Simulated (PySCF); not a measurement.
Cr(O)2(F)2 anion (CrF₂O₂), SMILES [O]=[Cr](=[O])([F])[F] (connectivity only; charge and spin as stated), charge -1, multiplicity 2. Atoms are numbered in the order given.

```xyz
5

Cr     0.0000     0.0000     0.1371
O      1.3608     0.0000     0.9679
O     -1.3608     0.0000     0.9679
F      0.0000    -1.3531    -1.0432
F      0.0000     1.3531    -1.0432
```
Charge -1, spin multiplicity 2.

Coordinates come from a TPSSh-D3(BJ)/def2-SVPD optimisation. The multiplicity is an assumed one; other spin states were not compared. The isomer is the one that the SMILES or the coordinates give; other isomers of the formula were not compared.

These are PySCF with TPSSh-D3(BJ)/def2-SVPD values and carry that method's errors.

Frequencies are harmonic and unscaled.

Question: List the normal modes with their intensities. (Estimate from the structure and the level; the computed values follow.)

Answer: 
```tsv
mode	ν (cm⁻¹)	IR (km/mol)	moving atoms (share of kinetic energy)
1	198	2.4	F 84 %, O 9 %
2	217	0.0	O 54 %, F 46 %
3	255	12.7	O 51 %, F 27 %, Cr 21 %
4	270	2.1	O 40 %, F 38 %, Cr 22 %
5	353	0.5	O 74 %, F 15 %, Cr 11 %
6	642	152.3	F 64 %, Cr 35 %
7	646	108.2	F 69 %, Cr 23 %
8	1002	109.1	O 82 %, Cr 18 %
9	1020	368.5	O 66 %, Cr 34 %
```
